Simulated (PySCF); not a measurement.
BrH4NSn, SMILES [NH2][SnH2][Br].

Geometry: B3LYP-D3(BJ)/def2-SVP. The structure was generated by enumeration; whether it is a known compound was not checked. The def2 effective core potentials stand for the cores of Sn; spin–orbit coupling is left out. The values are those of a single conformer.

Level of theory: TDA-PBE/def2-SVPD run with PySCF.

Vertical excitations. The molecule is in vacuum. State labels are in the subgroup Cs.

Computed UV-visible absorptions:
```json
[
 {"state": "S1", "symmetry": "A'", "energy (eV)": "4.48", "λ (nm)": "277", "f": "0.023", "main pairs": "HOMO→LUMO 96 %"},
 {"state": "S2", "symmetry": "A\"", "energy (eV)": "4.99", "λ (nm)": "248", "f": "0.017", "main pairs": "HOMO−1→LUMO 99 %"},
 {"state": "S3", "symmetry": "A'", "energy (eV)": "5.03", "λ (nm)": "247", "f": "0.007", "main pairs": "HOMO−2→LUMO 98 %"},
 {"state": "S4", "symmetry": "A'", "energy (eV)": "5.34", "λ (nm)": "232", "f": "0.025", "main pairs": "HOMO→LUMO+1 83 %, HOMO→LUMO+2 16 %"},
 {"state": "S5", "symmetry": "A\"", "energy (eV)": "5.68", "λ (nm)": "218", "f": "0.000", "main pairs": "HOMO−1→LUMO+1 100 %"},
 {"state": "S6", "symmetry": "A'", "energy (eV)": "5.76", "λ (nm)": "215", "f": "0.019", "main pairs": "HOMO−2→LUMO+1 49 %, HOMO→LUMO+2 40 %"},
 {"state": "S7", "symmetry": "A'", "energy (eV)": "5.91", "λ (nm)": "210", "f": "0.064", "main pairs": "HOMO−2→LUMO+1 45 %, HOMO→LUMO+2 37 %, HOMO→LUMO+1 7 %"},
 {"state": "S8", "symmetry": "A\"", "energy (eV)": "6.00", "λ (nm)": "207", "f": "0.002", "main pairs": "HOMO−1→LUMO+2 99 %"},
 {"state": "S9", "symmetry": "A'", "energy (eV)": "6.07", "λ (nm)": "204", "f": "0.002", "main pairs": "HOMO−2→LUMO+2 98 %"},
 {"state": "S10", "symmetry": "A'", "energy (eV)": "6.45", "λ (nm)": "192", "f": "0.026", "main pairs": "HOMO→LUMO+3 99 %"},
 {"state": "T1", "symmetry": "A'", "energy (eV)": "4.09", "λ (nm)": "303", "f": "0", "main pairs": "HOMO→LUMO 99 %"},
 {"state": "T2", "symmetry": "A\"", "energy (eV)": "4.56", "λ (nm)": "272", "f": "0", "main pairs": "HOMO−1→LUMO 99 %"},
 {"state": "T3", "symmetry": "A'", "energy (eV)": "4.64", "λ (nm)": "267", "f": "0", "main pairs": "HOMO−2→LUMO 100 %"},
 {"state": "T4", "symmetry": "A'", "energy (eV)": "4.87", "λ (nm)": "254", "f": "0", "main pairs": "HOMO→LUMO+1 93 %"}
]
```
Triplets are in the Tamm–Dancoff approximation.
